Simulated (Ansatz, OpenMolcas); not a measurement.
How basis sets differ on C5H8O2 (acetylacetone (keto form))

C5H8O2: 15 atoms, total charge 0, spin state singlet. As SMILES, `CC(=O)CC(C)=O`. The shape is that of a PBE0-D4/def2-TZVP optimisation. This is one conformer, not always the lowest.

Each level gives the HOMO–LUMO gap (eV). The values are calculated.

```json
{"level": "HF/ANO-R0 (sfX2C)", "kind": "Hartree–Fock", "program": "OpenMolcas", "value (eV)": "15.43", "CPU time": "7.1 s"}
{"level": "HF/ANO-RCC-MB (DKH2)", "kind": "Hartree–Fock", "program": "OpenMolcas", "value (eV)": "15.42", "CPU time": "25 s"}
{"level": "HF/STO-3G", "kind": "Hartree–Fock", "program": "Ansatz", "value (eV)": "15.86", "CPU time": "1.3 s"}
{"level": "HF/3-21G", "kind": "Hartree–Fock", "program": "Ansatz", "value (eV)": "14.36", "CPU time": "2.9 s"}
{"level": "HF/6-31G* (spherical functions)", "kind": "Hartree–Fock", "program": "Ansatz", "value (eV)": "14.44", "CPU time": "8.6 s"}
```

The values span 14.36 to 15.86 eV. A Hartree–Fock LUMO above zero doesn't converge with the basis: it sinks as sets grow more diffuse. Orbital gaps aren't excitation energies. Times are those of the runs behind each value, whatever else they computed, on shared processors of several kinds: orders of magnitude only.
